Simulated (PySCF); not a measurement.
C₈H₁₁Cl.
Atom-mapped SMILES: `[CH3:1][C:2]1=[CH:3][CH2:4][CH2:5]/[C:6](=[CH:7]/[Cl:8])[CH2:9]1`

NICS = −σ at a ghost point: NICS(0) at the centroid of the ring atoms, NICS(1) 1 Å to either side along the normal of their mean plane, zz for the tensor component along that normal. Level: GIAO PBE0/pcSseg-1 (PySCF, non-relativistic, gas phase) on the GFN2-xTB geometry, one conformer.

Ring bond lengths (Å), with Mayer bond orders in brackets: C2–C3 1.325 (1.88), C3–C4 1.498 (1.05), C4–C5 1.531 (1.03), C5–C6 1.498 (1.03), C6–C9 1.497 (1.04), C9–C2 1.507 (0.99).

Task: What do the NICS probes read (ppm)?

Result: 
```csv
ring,type,NICS(0),"NICS(1), two faces","NICS(1)zz, two faces",rms pucker (Å),"centre to ring atoms, mean (Å)"
C2–C3–C4–C5–C6–C9,"6-membered carbocycle; formal bonds 1 double, 5 single",-0.4,-1.5 / -2.8,2.7 / 1.3,0.20,1.44
```

Task: What do they say, and how far can they be read as aromaticity?

Result: 
- C2–C3–C4–C5–C6–C9: mean NICS(1)zz 2.0 ppm, near zero. C4, C5, C9 have four or more neighbours; no verdict on aromaticity is drawn.

Task: Give the inner angles of the rings and the Hirshfeld charges of the ring atoms.

Result: 
- C2–C3–C4–C5–C6–C9: C2 122.3° (+0.006 e), C3 123.9° (-0.063 e), C4 111.0° (-0.069 e), C5 108.6° (-0.065 e), C6 114.2° (+0.005 e), C9 112.4° (-0.076 e); sum 692.3° against 720° for a flat convex ring.

Task: How shielded are the nuclei of the rings and their hydrogens (means over atoms taken as equivalent)?

Result: 
```json
{"atoms": "C2", "environment": "fully substituted alkene carbon", "σ isotropic (ppm)": "46.2"}
{"atoms": "C3", "environment": "alkene CH carbon", "σ isotropic (ppm)": "58.3"}
{"atoms": "C4", "environment": "allylic carbon", "σ isotropic (ppm)": "154.3"}
{"atoms": "C5", "environment": "allylic carbon", "σ isotropic (ppm)": "152.4"}
{"atoms": "C6", "environment": "fully substituted alkene carbon", "σ isotropic (ppm)": "38.8"}
{"atoms": "C9", "environment": "allylic carbon", "σ isotropic (ppm)": "150.2"}
{"atoms": "H on C3", "environment": "vinylic hydrogen", "σ isotropic (ppm)": "25.93"}
{"atoms": "H on C4 (×2)", "environment": "methylene hydrogen", "σ isotropic (ppm)": "29.49"}
{"atoms": "H on C5 (×2)", "environment": "methylene hydrogen", "σ isotropic (ppm)": "29.46"}
{"atoms": "H on C9 (×2)", "environment": "methylene hydrogen", "σ isotropic (ppm)": "28.77"}
```
